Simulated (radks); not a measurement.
Values are calculated unless marked as measured or tabulated.
Species: Tm VI. Configuration: [Kr] 4d10 4f11 5s2 5p5.

Code: a radial shooting solver on a logarithmic mesh with Libxc functionals. Model: Dirac Kohn-Sham, PBE, spin-unpolarised, spherical densities, finite nucleus; open shells fill j = l - 1/2 first; Fermi nuclear charge, rms radius 5.2256 fm.

Energy parts (hartree):
part                       energy
total                 -13574.5417
kinetic                15028.8018
electron-nucleus      -33477.1835
Hartree                 5158.1656
exchange-correlation    -284.3255

Orbitals (lengths in bohr, moments of r in powers of bohr; r(max) is where P^2 peaks):
orbital  occ.  eigenvalue (hartree)   r(max)      <r^2>   <1/r>
1s1/2       2             -2178.332  0.01261  0.0005486   79.07
2s1/2       2             -369.5570  0.07208   0.008458   19.05
2p1/2       2             -352.4074  0.05403   0.006090   19.03
2p3/2       4             -316.3899  0.06035   0.007305   16.42
3s1/2       2             -85.17713   0.2035    0.05572   6.978
3p1/2       2             -77.62120   0.1912    0.05148   6.895
3p3/2       4             -70.01708   0.2043    0.05828   6.227
3d3/2       4             -57.11098   0.1611    0.04578   6.113
3d5/2       6             -55.44953   0.1648    0.04766   5.951
4s1/2       2             -18.94432   0.4645     0.2789   2.925
4p1/2       2             -15.90116   0.4662     0.2904   2.817
4p3/2       4             -14.17482   0.4940     0.3274   2.587
4d3/2       4              -9.15994   0.4953     0.3657   2.369
4d5/2       6              -8.84376   0.5042     0.3800   2.313
5s1/2       2              -4.31806    1.066      1.532   1.146
5p1/2       2              -3.42356    1.145      1.835   1.036
5p3/2       3              -3.15907    1.219      2.071  0.9627
4f5/2       6              -2.73605   0.4860     0.6138   1.826
4f7/2       5              -2.68597   0.4909     0.6307   1.803

The highest occupied level is 4f7/2 at -73.089 eV. For comparison, the ionisation energy in NIST's Atomic Spectra Database is 98 eV (theoretical). In exact Kohn-Sham theory the highest level is minus the ionisation energy, but local and semilocal functionals leave it too shallow, through self-interaction and a potential that decays too fast; potentials with the right tail come closer. Summed over all electrons, <r^2> = 26.95 bohr^2, which gives a Langevin (diamagnetic) susceptibility term of -21.3 x 10^-6 cm^3/mol. The density falls to 0.001 e/bohr^3 at r = 2.83 bohr.

Beside tabulated values, note that spin-unpolarised runs miss the spin-polarisation part of the exchange energy of open shells.
